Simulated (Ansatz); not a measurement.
C₂H₅FO₂Si, SMILES `O=C[SiH](O)CF`, relaxed with RKS PBE-D4/def2-SVP in Ansatz from a rough embedded geometry. The force threshold is 0.03 eV/Å; the program also tests the step.

Total charge 0; spin multiplicity 1.

Start:

```xyz
11

O     1.283   -0.472    2.067
C     0.351    0.128    1.666
Si    0.325    0.459   -0.170
O     1.755    0.133   -0.985
C    -1.098   -0.452   -0.946
F    -2.263   -0.155   -0.265
H    -0.481    0.542    2.254
H     0.080    1.936   -0.449
H     2.327   -0.405   -0.337
H    -1.290   -0.181   -1.982
H    -0.989   -1.532   -0.852
```

```csv
step,energy (eV),largest force (eV/Å),largest move (Å)
1,-16820.7757,3.714,0.000
2,-16821.1738,0.942,0.145
3 (rejected),-16820.9455,2.982,0.177
4,-16821.2455,0.566,0.073
5,-16821.2807,0.363,0.098
6,-16821.2877,0.240,0.035
7,-16821.2906,0.130,0.063
8,-16821.2915,0.067,0.012
9,-16821.2916,0.017,0.004
```

End:

```xyz
11

O     1.480   -0.387    1.954
C     0.422    0.127    1.604
Si    0.286    0.541   -0.288
O     1.780    0.016   -0.829
C    -1.182   -0.448   -1.001
F    -2.312   -0.016   -0.292
H    -0.398    0.302    2.364
H     0.051    2.005   -0.527
H     2.260   -0.326   -0.037
H    -1.339   -0.271   -2.089
H    -1.048   -1.544   -0.857
```

Run time 12 s (4 threads of an Arm Neoverse V2 on a shared host); peak host memory 0.16 GiB.
